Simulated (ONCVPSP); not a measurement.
Ag: one change to an ONCV potential, before and after

ONCVPSP 4.0.1 input, shortened (lines: element, Z, core and valence counts, functional; n l f; lmax; l rc ep ncon nbas qcut; lloc lpopt rc5 dvloc0; l nproj debl; icmod fcfact rcfact), PBEsol, scalar-relativistic:

```
  Ag 47.00    6    4  -116133      upf
    1    0    2.00
    2    0    2.00
    2    1    6.00
    3    0    2.00
    3    1    6.00
    3    2   10.00
    4    0    2.00
    4    1    6.00
    4    2   10.00
    5    0    1.00
    2
    0    1.55    0.00    4    8    6.40
    1    1.65    0.00    4    9   10.00
    2    1.75    0.00    4    9    8.70
    4    3    1.05    6.00
    0    2    2.40
    1    1    0.50
    2    2    1.60
    2    0.25    1.15
```

All-electron outer shells of the reference configuration (PBEsol, scalar-relativistic, ld1.x):

```tsv
shell	level (eV)	outermost node (bohr)	outermost maximum (bohr)
3d	-358.49	–	0.27
4s	-94.97	0.44	0.82
4p	-58.51	0.44	0.87
4d	-7.45	0.43	1.04
5s	-4.42	1.11	2.49
```

Change: all radii but the core radius scaled by about 1.11 (s 1.72, p 1.84, d 1.94 bohr); local potential polynomial inside 1.16 bohr (lpopt 3, dvloc0 6 Ha).

Cutoffs: the cutoffs (Ha) at which the residual kinetic energy of the hardest occupied pseudo-wave falls to 1 and 0.1 mHa per electron; they do not see the model core or the augmentation charge, which bear on the density cutoff. Errors are all-electron minus pseudo energies relative to the spin-unpolarised reference configuration.

Question: Predict the effect on cutoff, ghosts and configuration errors.

Answer: The potential gets neither clearly harder nor softer (27 Ha and 32 Ha → 25 Ha and 29 Ha); the d channel sets the loose cutoff, while the largest relative change is in s, which becomes softer; of the 4 tests that both files solve, the error grows in 2 and shrinks in 1 by more than 15 % and 0.3 meV (median size 4.5 → 11.9 meV); neither file shows a bound ghost.

| quantity | base | changed |
| --- | --- | --- |
| cutoff, loose | 27 Ha | 25 Ha |
| cutoff, tight | 32 Ha | 29 Ha |
| loose cutoff by channel | s 17 Ha, p 19 Ha, d 27 Ha | s 11 Ha, p 21 Ha, d 25 Ha |
| bound ghosts | none | none |
| GHOST(+) flags under 300 eV | none | none |
| error for 4s2 4p6 4d10 5s0, meV [ΔE 7.75 eV] | -2.0 | -1.9 |
| error for 4s2 4p6 4d9 5s0, meV [ΔE 29.86 eV] | -3.4 | -2.0 |
| error for 4s2 4p6 4d8 5s0, meV [ΔE 66.04 eV] | +5.6 | +22 |
| error for 4s2 4p6 4d9 5s1 5p1, meV [ΔE 8.61 eV] | +41 | +76 |
| rms error of d²Exc/dni dnj with the model core, mHa | 1.42 | 1.49 |
